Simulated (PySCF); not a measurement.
CH7FOSi2, SMILES C[Si@@H](F)O[SiH3]. Heavy atoms are numbered as in [CH3:1][Si@@H:2]([F:3])[O:4][SiH3:5]. Hydrogens are named by the atom that carries them.

Geometry optimised at B3LYP-D3(BJ)/def2-SVP. The structure was generated by enumeration; whether it is a known compound was not checked. Other conformers were not sampled.

Computed with PBE0/pcSseg-1 run with PySCF.

GIAO shieldings, no solvent; atoms alike by connectivity are averaged. δ = σ(ref) − σ: ¹³C against TMS (σ = 186.3 ppm); ²⁹Si against TMS (σ = 352.7 ppm); ¹⁹F against CFCl3 (σ = 167.2 ppm); ¹⁷O against H2O (σ = 334.2 ppm); ¹H against TMS (σ = 31.56 ppm), references at their B3LYP-D3(BJ)/def2-TZVP geometries, non-relativistic.

| atoms | nucleus | count | δ (ppm) |
|---|---|---|---|
| C1 (CH3) | ¹³C | 1 | 1.8 |
| Si2 (SiH) | ²⁹Si | 1 | -7.7 |
| Si5 (SiH3) | ²⁹Si | 1 | -38.3 |
| F3 | ¹⁹F | 1 | -158.6 |
| O4 | ¹⁷O | 1 | ? |
| H on Si5 | ¹H | 3 | ? |
| H on Si2 | ¹H | 1 | ? |
| H on C1 | ¹H | 3 | ? |

Some entries are withheld; supply them. (Estimate from the structure and the level; the computed values follow.)


- H on Si2, δ (ppm): 5.20
- H on C1, δ (ppm): 0.60
- O4, δ (ppm): 47.9
- H on Si5, δ (ppm): 5.32
